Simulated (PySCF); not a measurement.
Species: FH11N2Si4.
Numbering: `[F:1][Si:2]([SiH3:3])([NH:4][SiH3:5])[NH:6][SiH3:7]` (hydrogens: H8, H9, H10 on Si3; H11 on N4; H12, H13, H14 on Si5; H15 on N6; H16, H17, H18 on Si7)

Geometry (GFN2-xTB, Å), atoms numbered from 1 in this order:
```
atom  x, y, z in Å
F1     0.5527    1.8291   -0.2338
Si2    0.0960    0.2761   -0.0689
Si3   -0.2974   -0.1231    2.1490
N4    -1.2880    0.0151   -1.0721
Si5   -2.9103    0.5305   -0.7652
N6     1.3786   -0.5980   -0.8296
Si7    3.0738   -0.4249   -0.5221
H8    -1.1290    0.9126    2.7742
H9    -0.9802   -1.4018    2.3879
H10    0.9431   -0.1787    2.9362
H11   -1.0774   -0.1508   -2.0442
H12   -3.0789    1.9835   -0.8713
H13   -3.7254   -0.1489   -1.7736
H14   -3.2125    0.0896    0.5967
H15    1.1022   -1.4281   -1.3247
H16    3.3612   -0.7545    0.8797
H17    3.7189   -1.3750   -1.4298
H18    3.4638    0.9537   -0.8002
```

Level of theory: TDDFT wB97X-D/def2-SVPD, vertical, gas phase, core orbitals frozen in the response in PySCF.

Ground-to-excited transition dipoles (e·a0, same axes as the geometry; the sign carries no meaning), for the states with f of 0.002 or more among the lowest 7:

```json
{"state": "S1", "E (eV)": "6.477", "μx": "-0.254", "μy": "-0.104", "μz": "0.245"}
{"state": "S2", "E (eV)": "6.587", "μx": "0.067", "μy": "-0.101", "μz": "0.068"}
{"state": "S3", "E (eV)": "6.730", "μx": "0.341", "μy": "-0.213", "μz": "-0.293"}
{"state": "S4", "E (eV)": "7.117", "μx": "-0.561", "μy": "0.209", "μz": "-0.068"}
{"state": "S5", "E (eV)": "7.228", "μx": "0.532", "μy": "-0.109", "μz": "0.293"}
{"state": "S6", "E (eV)": "7.505", "μx": "-0.188", "μy": "-0.081", "μz": "-0.018"}
{"state": "S7", "E (eV)": "7.884", "μx": "-0.025", "μy": "-0.019", "μz": "-0.162"}
```

Work out the oscillator strengths.

f = (2/3) ΔE |μ|² with ΔE in hartree (27.2114 eV).

```tsv
state	|μ|² (au)	|μ| (D)	f
S1	0.135	0.93	0.021
S2	0.019	0.35	0.003
S3	0.247	1.26	0.041
S4	0.364	1.53	0.063
S5	0.380	1.57	0.067
S6	0.042	0.52	0.008
S7	0.027	0.42	0.005
```

What angle do the transition dipoles of S1 and S3 make?

|cos θ| = |μa·μb| / (|μa| |μb|) = 0.74, so θ ≈ 42° (taken between 0 and 90°, since the signs are arbitrary).

What peak molar absorption coefficient would the strongest computed level give as a lone Gaussian band 0.4 eV wide at half height?

ε(max) = 2.175×10⁸ f / FWHM, with the width in cm⁻¹. S5: 2.175×10⁸ × 0.0673 / 3226 ≈ 4500 L mol⁻¹ cm⁻¹.

One conformer stands for the species.
